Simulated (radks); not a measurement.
Removal energies from the palladium ion Pd6+, [Kr] 4d4, by Delta-SCF beside the eigenvalue of the level emptied. Calculated with a radial shooting solver on a logarithmic mesh with Libxc functionals: scalar-relativistic Kohn-Sham, PBE, spin-polarised, spherical densities, finite nucleus; Fermi nuclear charge, rms radius of each element as measured or else 0.836 A^(1/3) + 0.57 fm. Open shells are filled with parallel spins first.

| removed from | final configuration | Delta-SCF (eV) | -eigenvalue (eV) |
|---|---|---|---|
| 4d | [Kr] 4d3 | 102.67 | 93.539 |
| 4p | [Ar] 3d10 4s2 4p5 4d4 | 152.27 | 142.42 |
| 4s | [Ar] 3d10 4s1 4p6 4d4 | 188.62 | 178.23 |
| 3d | [Ar] 3d9 4s2 4p6 4d4 | 448.14 | 425.59 |
